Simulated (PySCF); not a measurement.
Predicted microwave data (PBE0-D3(BJ)/def2-SVP geometry optimisation, gas phase (PySCF)) for one isomer of C7H12OSi:

| Property | Result |
| --- | --- |
| Rotational constants | A = 1480, B = 1175, C = 902.9 MHz |
| Dipole components | \|μa\| = 0.14 D, \|μb\| = 0.43 D, \|μc\| = 0.95 D |
| Inertial defect | -211.80 u·Å² |
| κ | -0.06 |

Task: Which structure is it? (One computed conformer of each.)
A. Si(vinyl)3(OMe), `C(=C)[Si](OC)(C=C)C=C`
B. `[CH3:1][CH:2]([CH3:3])[O:4][C:5]1=[CH:6][CH:7]=[CH:8][SiH2:9]1` with C1–C2–O4–C5 -154°, C2–O4–C5–C6 -170°

Result: A. It is C=C[Si](C=C)(C=C)OC, an asymmetric top, point group C1. The candidates at the same level (rigid rotor, commonest isotopes):

```tsv
SMILES	A (MHz)	B (MHz)	C (MHz)	μa (D)	μb (D)	μc (D)	Δ (u·Å²)	point group	rotor
CC(C)OC1=CC=C[SiH2]1	2988	814.5	731.2	1.25	0.76	0.12	-98.49	C1	near-prolate asymmetric top
C=C[Si](C=C)(C=C)OC	1480	1175	902.9	0.14	0.43	0.95	-211.80	C1	asymmetric top
```

`CC(C)OC1=CC=C[SiH2]1` has A 102 % too high. No structure here is proved a minimum.
